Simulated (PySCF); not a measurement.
Job file and geometry (Å, from GFN2-xTB) of an NMR shielding run on SMILES N#CC1(C[SiH2]O[SiH3])CC1, C5H11NOSi2, GIAO PBE0/pcSseg-1 NMR shielding, non-relativistic, gas phase (PySCF 2.14.0, density-fitted response routines); density fitting, a coarse starting grid and PySCF grid level 2 are the driver's defaults:

```
$ OMP_NUM_THREADS=1 python probes_run.py task.json out

{"job": {"kind": "nmr", "xc": "PBE0", "basis": "pcSseg-1"}, "charge": 0, "multiplicity": 1}
N     -1.742134    -3.082933     0.111956
C     -1.663749    -1.952999    -0.058812
C     -1.572254    -0.551668    -0.283492
C     -0.177907    -0.064922    -0.614845
Si     1.044547    -0.332967     0.824453
O      2.424200     0.399670     0.411836
Si     3.870316     1.039970     0.062087
C     -2.782235     0.102331    -0.912677
C     -2.493084     0.319422     0.537212
H     -0.231652     0.995877    -0.868986
H      0.178215    -0.582893    -1.509629
H      0.558821     0.334832     2.033605
H      1.330095    -1.749375     1.027194
H      4.720151    -0.056225    -0.394874
H      3.626806     2.027306    -0.988840
H      4.366140     1.654693     1.291171
H     -3.620611    -0.523470    -1.181706
H     -2.599947     0.911757    -1.604030
H     -2.107853     1.278380     0.849614
H     -3.133011    -0.156110     1.265729
```

Problem. What does the program print?

Solution. 
```
coarse grid: 17648 points
cycle   1  E = -905.2454497292  dE =  1.211e+00  |g| = 8.686e-01  |ddm| = 4.142e+00
cycle   2  E = -904.9451316557  dE =  3.003e-01  |g| = 1.510e+00  |ddm| = 2.016e+00
cycle   3  E = -905.3801834120  dE = -4.351e-01  |g| = 2.120e-01  |ddm| = 1.470e+00
cycle   4  E = -905.3880483010  dE = -7.865e-03  |g| = 1.066e-01  |ddm| = 2.279e-01
cycle   5  E = -905.3902651402  dE = -2.217e-03  |g| = 3.122e-02  |ddm| = 1.038e-01
cycle   6  E = -905.3904701004  dE = -2.050e-04  |g| = 4.790e-03  |ddm| = 2.717e-02
cycle   7  E = -905.3904754265  dE = -5.326e-06  |g| = 1.272e-03  |ddm| = 6.519e-03
final grid: 161184 points
cycle   8  E = -905.4521977187  dE = -3.210e-05  |g| = 1.044e-02  |ddm| = 3.687e-02
cycle   9  E = -905.4521756431  dE =  2.208e-05  |g| = 1.494e-02  |ddm| = 2.072e-02
cycle  10  E = -905.4522205187  dE = -4.488e-05  |g| = 1.546e-03  |ddm| = 1.242e-02
cycle  11  E = -905.4522209570  dE = -4.383e-07  |g| = 4.431e-04  |ddm| = 1.395e-03
cycle  12  E = -905.4522209853  dE = -2.823e-08  |g| = 2.397e-04  |ddm| = 4.505e-04
cycle  13  E = -905.4522209973  dE = -1.208e-08  |g| = 5.092e-05  |ddm| = 2.258e-04
cycle  14  E = -905.4522209979  dE = -5.696e-10  |g| = 8.261e-06  |ddm| = 5.730e-05
converged SCF energy = -905.4522209979

GIAO shielding tensors (ppm)
atom      isotropic    diamagn.    paramagn.     s11        s22        s33       span
  0 N      -23.597     341.770    -365.367   -194.112   -178.813    302.135    496.247
  1 C       58.537     259.375    -200.838    -60.471    -59.551    295.632    356.103
  2 C      183.761     249.875     -66.114    159.135    162.395    229.753     70.618
  3 C      161.742     252.557     -90.816    139.533    154.101    191.591     52.059
  4 Si     376.275     881.086    -504.811    341.000    362.550    425.276     84.277
  5 O      329.477     398.106     -68.629    242.322    362.534    383.574    141.253
  6 Si     392.411     880.386    -487.976    357.198    358.039    461.996    104.798
  7 C      166.861     253.199     -86.338    126.244    175.839    198.500     72.255
  8 C      168.891     249.627     -80.736    132.412    176.185    198.075     65.663
  9 H       31.475      34.461      -2.986     26.047     30.726     37.651     11.604
 10 H       29.754      32.914      -3.160     25.072     28.980     35.210     10.138
 11 H       26.507      31.455      -4.948     22.289     27.111     30.122      7.833
 12 H       26.278      31.249      -4.971     22.038     26.694     30.103      8.065
 13 H       26.539      28.576      -2.037     23.003     24.943     31.670      8.667
 14 H       26.619      29.835      -3.216     22.797     25.521     31.539      8.742
 15 H       26.551      28.213      -1.662     22.983     24.879     31.791      8.808
 16 H       30.577      29.976       0.601     25.056     27.107     39.567     14.511
 17 H       31.046      31.073      -0.026     25.312     28.388     39.440     14.128
 18 H       31.047      31.394      -0.347     25.796     28.319     39.027     13.231
 19 H       30.638      30.028       0.611     25.611     26.910     39.394     13.782
```

Problem. Turn these shieldings into chemical shifts. References, each an isolated molecule treated in the same way: 15N (267.73 ppm) against NH3; TMS for 13C (186.93 ppm) and 29Si (349.16 ppm) and 1H (31.72 ppm); 17O (336.08 ppm) vs H2O.

Solution. Averaging equivalent atoms: N 0: 291.3; C 1: 128.4; C 3: 25.2; C 7/8: 19.0; C 2: 3.2; Si 4: -27.1; Si 6: -43.3; O 5: 6.6; H 11/12: 5.32; H 13/14/15: 5.15; H 16/19: 1.11; H 9/10: 1.10; H 17/18: 0.67 ppm. Experimental scales use liquid or dissolved standards, which lie at an offset from isolated NH3 (liquid NH3: subtract about 20 ppm) and H2O (liquid H2O: subtract about 36 ppm). Unscaled 15N shifts of sp2 nitrogen come out 20 to 40 ppm too high even then.

Size and cost of the density-fitted run: 222 basis functions, 120 s wall time on 1 thread of an Intel Xeon, shared host; peak memory 0.92 GiB.
